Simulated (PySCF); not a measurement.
**Continuum solvent and chemical shifts**

Cartesian coordinates in Å; atom numbers follow the order of the lines, from 1:
```xyz
18

C     2.805   -0.412   -0.217
C     1.385    0.028   -0.542
C     0.316   -0.692    0.280
Si   -1.466   -0.277   -0.175
N    -1.658    1.416    0.127
N    -2.711   -1.083    0.710
H     2.938   -1.490   -0.405
H     3.550    0.127   -0.823
H     3.043   -0.233    0.844
H     1.303    1.118   -0.385
H     1.191   -0.131   -1.618
H     0.431   -1.786    0.162
H     0.461   -0.488    1.357
H    -1.684   -0.743   -1.590
H    -0.888    2.052   -0.044
H    -2.547    1.860   -0.075
H    -2.787   -0.980    1.716
H    -3.060   -1.980    0.397
```

GIAO PBE0/pcSseg-1 in PySCF on one PBE0-D3(BJ)/def2-SVP conformer, non-relativistic, equivalent nuclei averaged. Solvents enter as an IEF-PCM continuum (chloroform with ε = 4.7) around the gas-phase geometry. Shifts are referred to TMS computed in the same medium.

Gas phase, δ in ppm: C3 24.0, C1 20.8, C2 20.4, Si4 -20.3, H14 4.86, H10/H11 1.06, H7/H8/H9 1.02, H12/H13 0.33, H15/H16/H17/H18 0.27. Dipole moment 0.41 D.

Q: How does each δ change in the continuum?

A: 
```json
{"atoms": "C3", "environment": "sp3 CH2 bonded to Si", "Δδ, chloroform": "+0.4"}
{"atoms": "C1", "environment": "methyl carbon", "Δδ, chloroform": "+0.2"}
{"atoms": "C2", "environment": "sp3 CH2", "Δδ, chloroform": "+0.1"}
{"atoms": "Si4", "environment": "silicon bonded to C, 2 N, H", "Δδ, chloroform": "+0.5"}
{"atoms": "H14", "environment": "hydrogen on a silicon bonded to C, 2 N", "Δδ, chloroform": "-0.14"}
{"atoms": "H10/H11", "environment": "hydrogen on an sp3 CH2", "Δδ, chloroform": "+0.04"}
{"atoms": "H7/H8/H9", "environment": "hydrogen on a methyl carbon", "Δδ, chloroform": "-0.01"}
{"atoms": "H12/H13", "environment": "hydrogen on an sp3 CH2 bonded to Si", "Δδ, chloroform": "+0.01"}
{"atoms": "H15/H16/H17/H18", "environment": "hydrogen on a nitrogen bonded to Si", "Δδ, chloroform": "+0.28"}
```

Changes are relative to the gas phase. The dipole moment becomes 0.52 D in chloroform.

Q: Which of the listed nuclei move most (in ppm), and what does the model miss? (N and O are left out, as their reference compounds move with the solvent too.)

A: Si4 (silicon bonded to C, 2 N, H, +0.5 ppm) in chloroform. A continuum only polarises the solute; specific hydrogen bonds, the anisotropy of aromatic solvents and changes of geometry or conformer are outside it.
